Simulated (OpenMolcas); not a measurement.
**Ti2+ in a point-charge field**

Ti2+ among 5 point charges of -1.5 e arranged as a square pyramid (C4v), 1.91 Å from the ion, with the axial distance 1.929 Å. The active orbitals were held to one l.

```json
{
 "Program": "OpenMolcas",
 "Method": "CASSCF",
 "Basis": "ANO-RCC-VDZP [5s4p2d1f]",
 "Scalar Hamiltonian": "DKH2, point nucleus",
 "Active space": "2 electrons in 5 orbitals (3d)",
 "State averaging": "2S+1 = 3 even, 10 roots; 2S+1 = 1 even, 15 roots",
 "Spin-orbit coupling": "RASSI with atomic mean-field integrals over the reference wave functions"
}
```

The lowest spin-free states, above the lowest:

| State | Degeneracy | E (cm-1) | Free-ion L (%) |
| --- | --- | --- | --- |
| 2S+1 = 3 | 1 | 0.0 | F (91) |
| 2S+1 = 3 | 2 | 4462 | F (100) |
| 2S+1 = 3 | 2 | 10449 | F (80) |
| 2S+1 = 1 | 1 | 10571 | D (63) |
| 2S+1 = 3 | 1 | 10665 | F (100) |
| 2S+1 = 1 | 1 | 10819 | D (54) |
| 2S+1 = 1 | 1 | 16098 | G (56) |
| 2S+1 = 1 | 2 | 16128 | D (78) |
| 2S+1 = 1 | 2 | 20051 | G (100) |
| 2S+1 = 3 | 2 | 20866 | P (80) |
| 2S+1 = 3 | 1 | 21486 | F (100) |
| 2S+1 = 1 | 1 | 23991 | G (54) |
| 2S+1 = 1 | 1 | 24125 | G (63) |
| 2S+1 = 1 | 2 | 28933 | G (78) |
| 2S+1 = 3 | 1 | 32346 | P (91) |
| 2S+1 = 1 | 1 | 35638 | G (64) |
| 2S+1 = 1 | 1 | 35662 | G (54) |
| 2S+1 = 1 | 1 | 37758 | G (100) |
| 2S+1 = 1 | 1 | 59559 | S (64) |

The lowest levels with spin-orbit coupling:

```csv
E (cm-1),Degeneracy,2S+1,g
0.0,1,3,
3.2,2,3,0.00 0.00 4.00
4434,1,3,
4441,1,3,
4469,2,3,0.00 0.00 0.98
4493,1,3,
4498,1,3,
10267,1,3 (71 %),
10393,1,3,
10455,2,3,0.00 0.00 2.00
10521,1,3,
10521,1,3,
10671,2,3,0.00 0.00 3.91
10676,1,3,
10702,1,1 (71 %),
10829,1,1,
16104,1,1,
16134,2,1,0.00 0.00 0.37
20056,2,1,0.00 0.00 1.03
20838,1,3,
```

Powder χT (cm3 K/mol): 0.666 at 2 K, 0.916 at 10 K, 0.945 at 50 K, 0.962 at 100 K, 0.996 at 200 K, 1.03 at 300 K. The effective moment at 300 K is 2.828 √(χT) = 2.87 μB.

The lowest level has 2S+1 = 3, for which the spin-only value is χT = S(S+1) / 2 = 1.000 cm3 K/mol (g = 2). The computed 1.029 at 300 K differs by +0.029, through orbital momentum, spin-orbit coupling and any other state in reach.

Without dynamic correlation the repulsion within the d shell is too large (B by tens of per cent), so at a given field states of lower spin stand too high. This is an electrostatic model: the charges have no orbitals. An unlabelled pair can be two single states that coincide in this model. No measured value stands beside these numbers.

A state without a sure symmetry label is named by its multiplicity alone. With an even number of electrons the g values are those of a degenerate or nearly degenerate non-Kramers pair.
